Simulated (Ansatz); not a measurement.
Al2Cu⁻. Total charge -1; triplet. Geometry PBE0-D4/def2-TZVP, that of the neutral doublet; atoms count from 1.

```xyz
3

Al   -0.669   -1.219   -0.339
Al    1.043    0.537   -0.819
Cu   -0.374    0.681    1.159
```

The structure comes from a short search, and lower isomers may exist.

Q: Estimate the Mulliken populations from the PBE0/def2-TZVPD orbitals of Ansatz.

A: 
| atom | charge (e) | spin (α − β) | d electrons |
| --- | --- | --- | --- |
| Al1 | -0.30 | 0.96 | – |
| Al2 | -0.30 | 0.96 | – |
| Cu3 | -0.39 | 0.09 | 9.86 |
Mulliken values depend strongly on the basis. With diffuse functions, as here, like atoms can get unlike values, and bond orders can come out too low or too high.

Q: Where does the spin sit?

A: Summed by element: Al 1.91, Cu 0.09, of 2 unpaired in all. Largest on single atoms: Al1 0.96, Al2 0.96, Cu3 0.09.

Q: And the Mayer bond orders between heavy atoms (over 0.3)?

A: Al1–Cu3 0.86 (2.44 Å); Al2–Cu3 0.86 (2.44 Å); Al1–Al2 1.13 (2.50 Å).
